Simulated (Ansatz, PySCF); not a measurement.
This PySCF input computes a CCSD(T)/cc-pVDZ energy:

```python
from pyscf import gto, scf, mp, cc as ccmod

mol = gto.M(
    atom='''
    B     0.03623425    0.00377206   -0.00263558
    F     0.58678180    1.16541197   -0.36137801
    F     0.85868406   -1.01493611    0.25623894
    N    -1.34673212   -0.14019749    0.09795746
    H    -1.98259214    0.61380546   -0.09249224
    H    -1.78064696   -1.00556612    0.36621954
    ''',
    basis='cc-pvdz',
    charge=0,
    spin=0,
    verbose=4,
)

mf = scf.RHF(mol)
mf.conv_tol = 1e-10
mf.max_cycle = 100
mf.kernel()
mp2 = mp.MP2(mf, frozen=4).run()
cc = ccmod.CCSD(mf, frozen=4)
cc.max_cycle = 100
cc.kernel()
et = cc.ccsd_t()
print(f'E(CCSD(T)) = {cc.e_tot + et:.9f}')
```

Write an input for the same energy in Ansatz (a first-principles code) and say what it gives.


Ansatz 0.2 input:
```yaml
crystal:
  periodic: [false, false, false]
  atoms:
    - {symbol: B, position_ang: [0.03623425, 0.00377206, -0.00263558]}
    - {symbol: F, position_ang: [0.58678180, 1.16541197, -0.36137801]}
    - {symbol: F, position_ang: [0.85868406, -1.01493611, 0.25623894]}
    - {symbol: N, position_ang: [-1.34673212, -0.14019749, 0.09795746]}
    - {symbol: H, position_ang: [-1.98259214, 0.61380546, -0.09249224]}
    - {symbol: H, position_ang: [-1.78064696, -1.00556612, 0.36621954]}
basis:
  gaussian:
    orbitals: cc-pVDZ
magnetization: {spin_polarized: false}
correlation: {method: ccsd_t, electrons: outside_noble_gas}
```
It gives -280.01841 Eh, and PySCF -280.01842 Eh, a difference of 0.01 mEh.
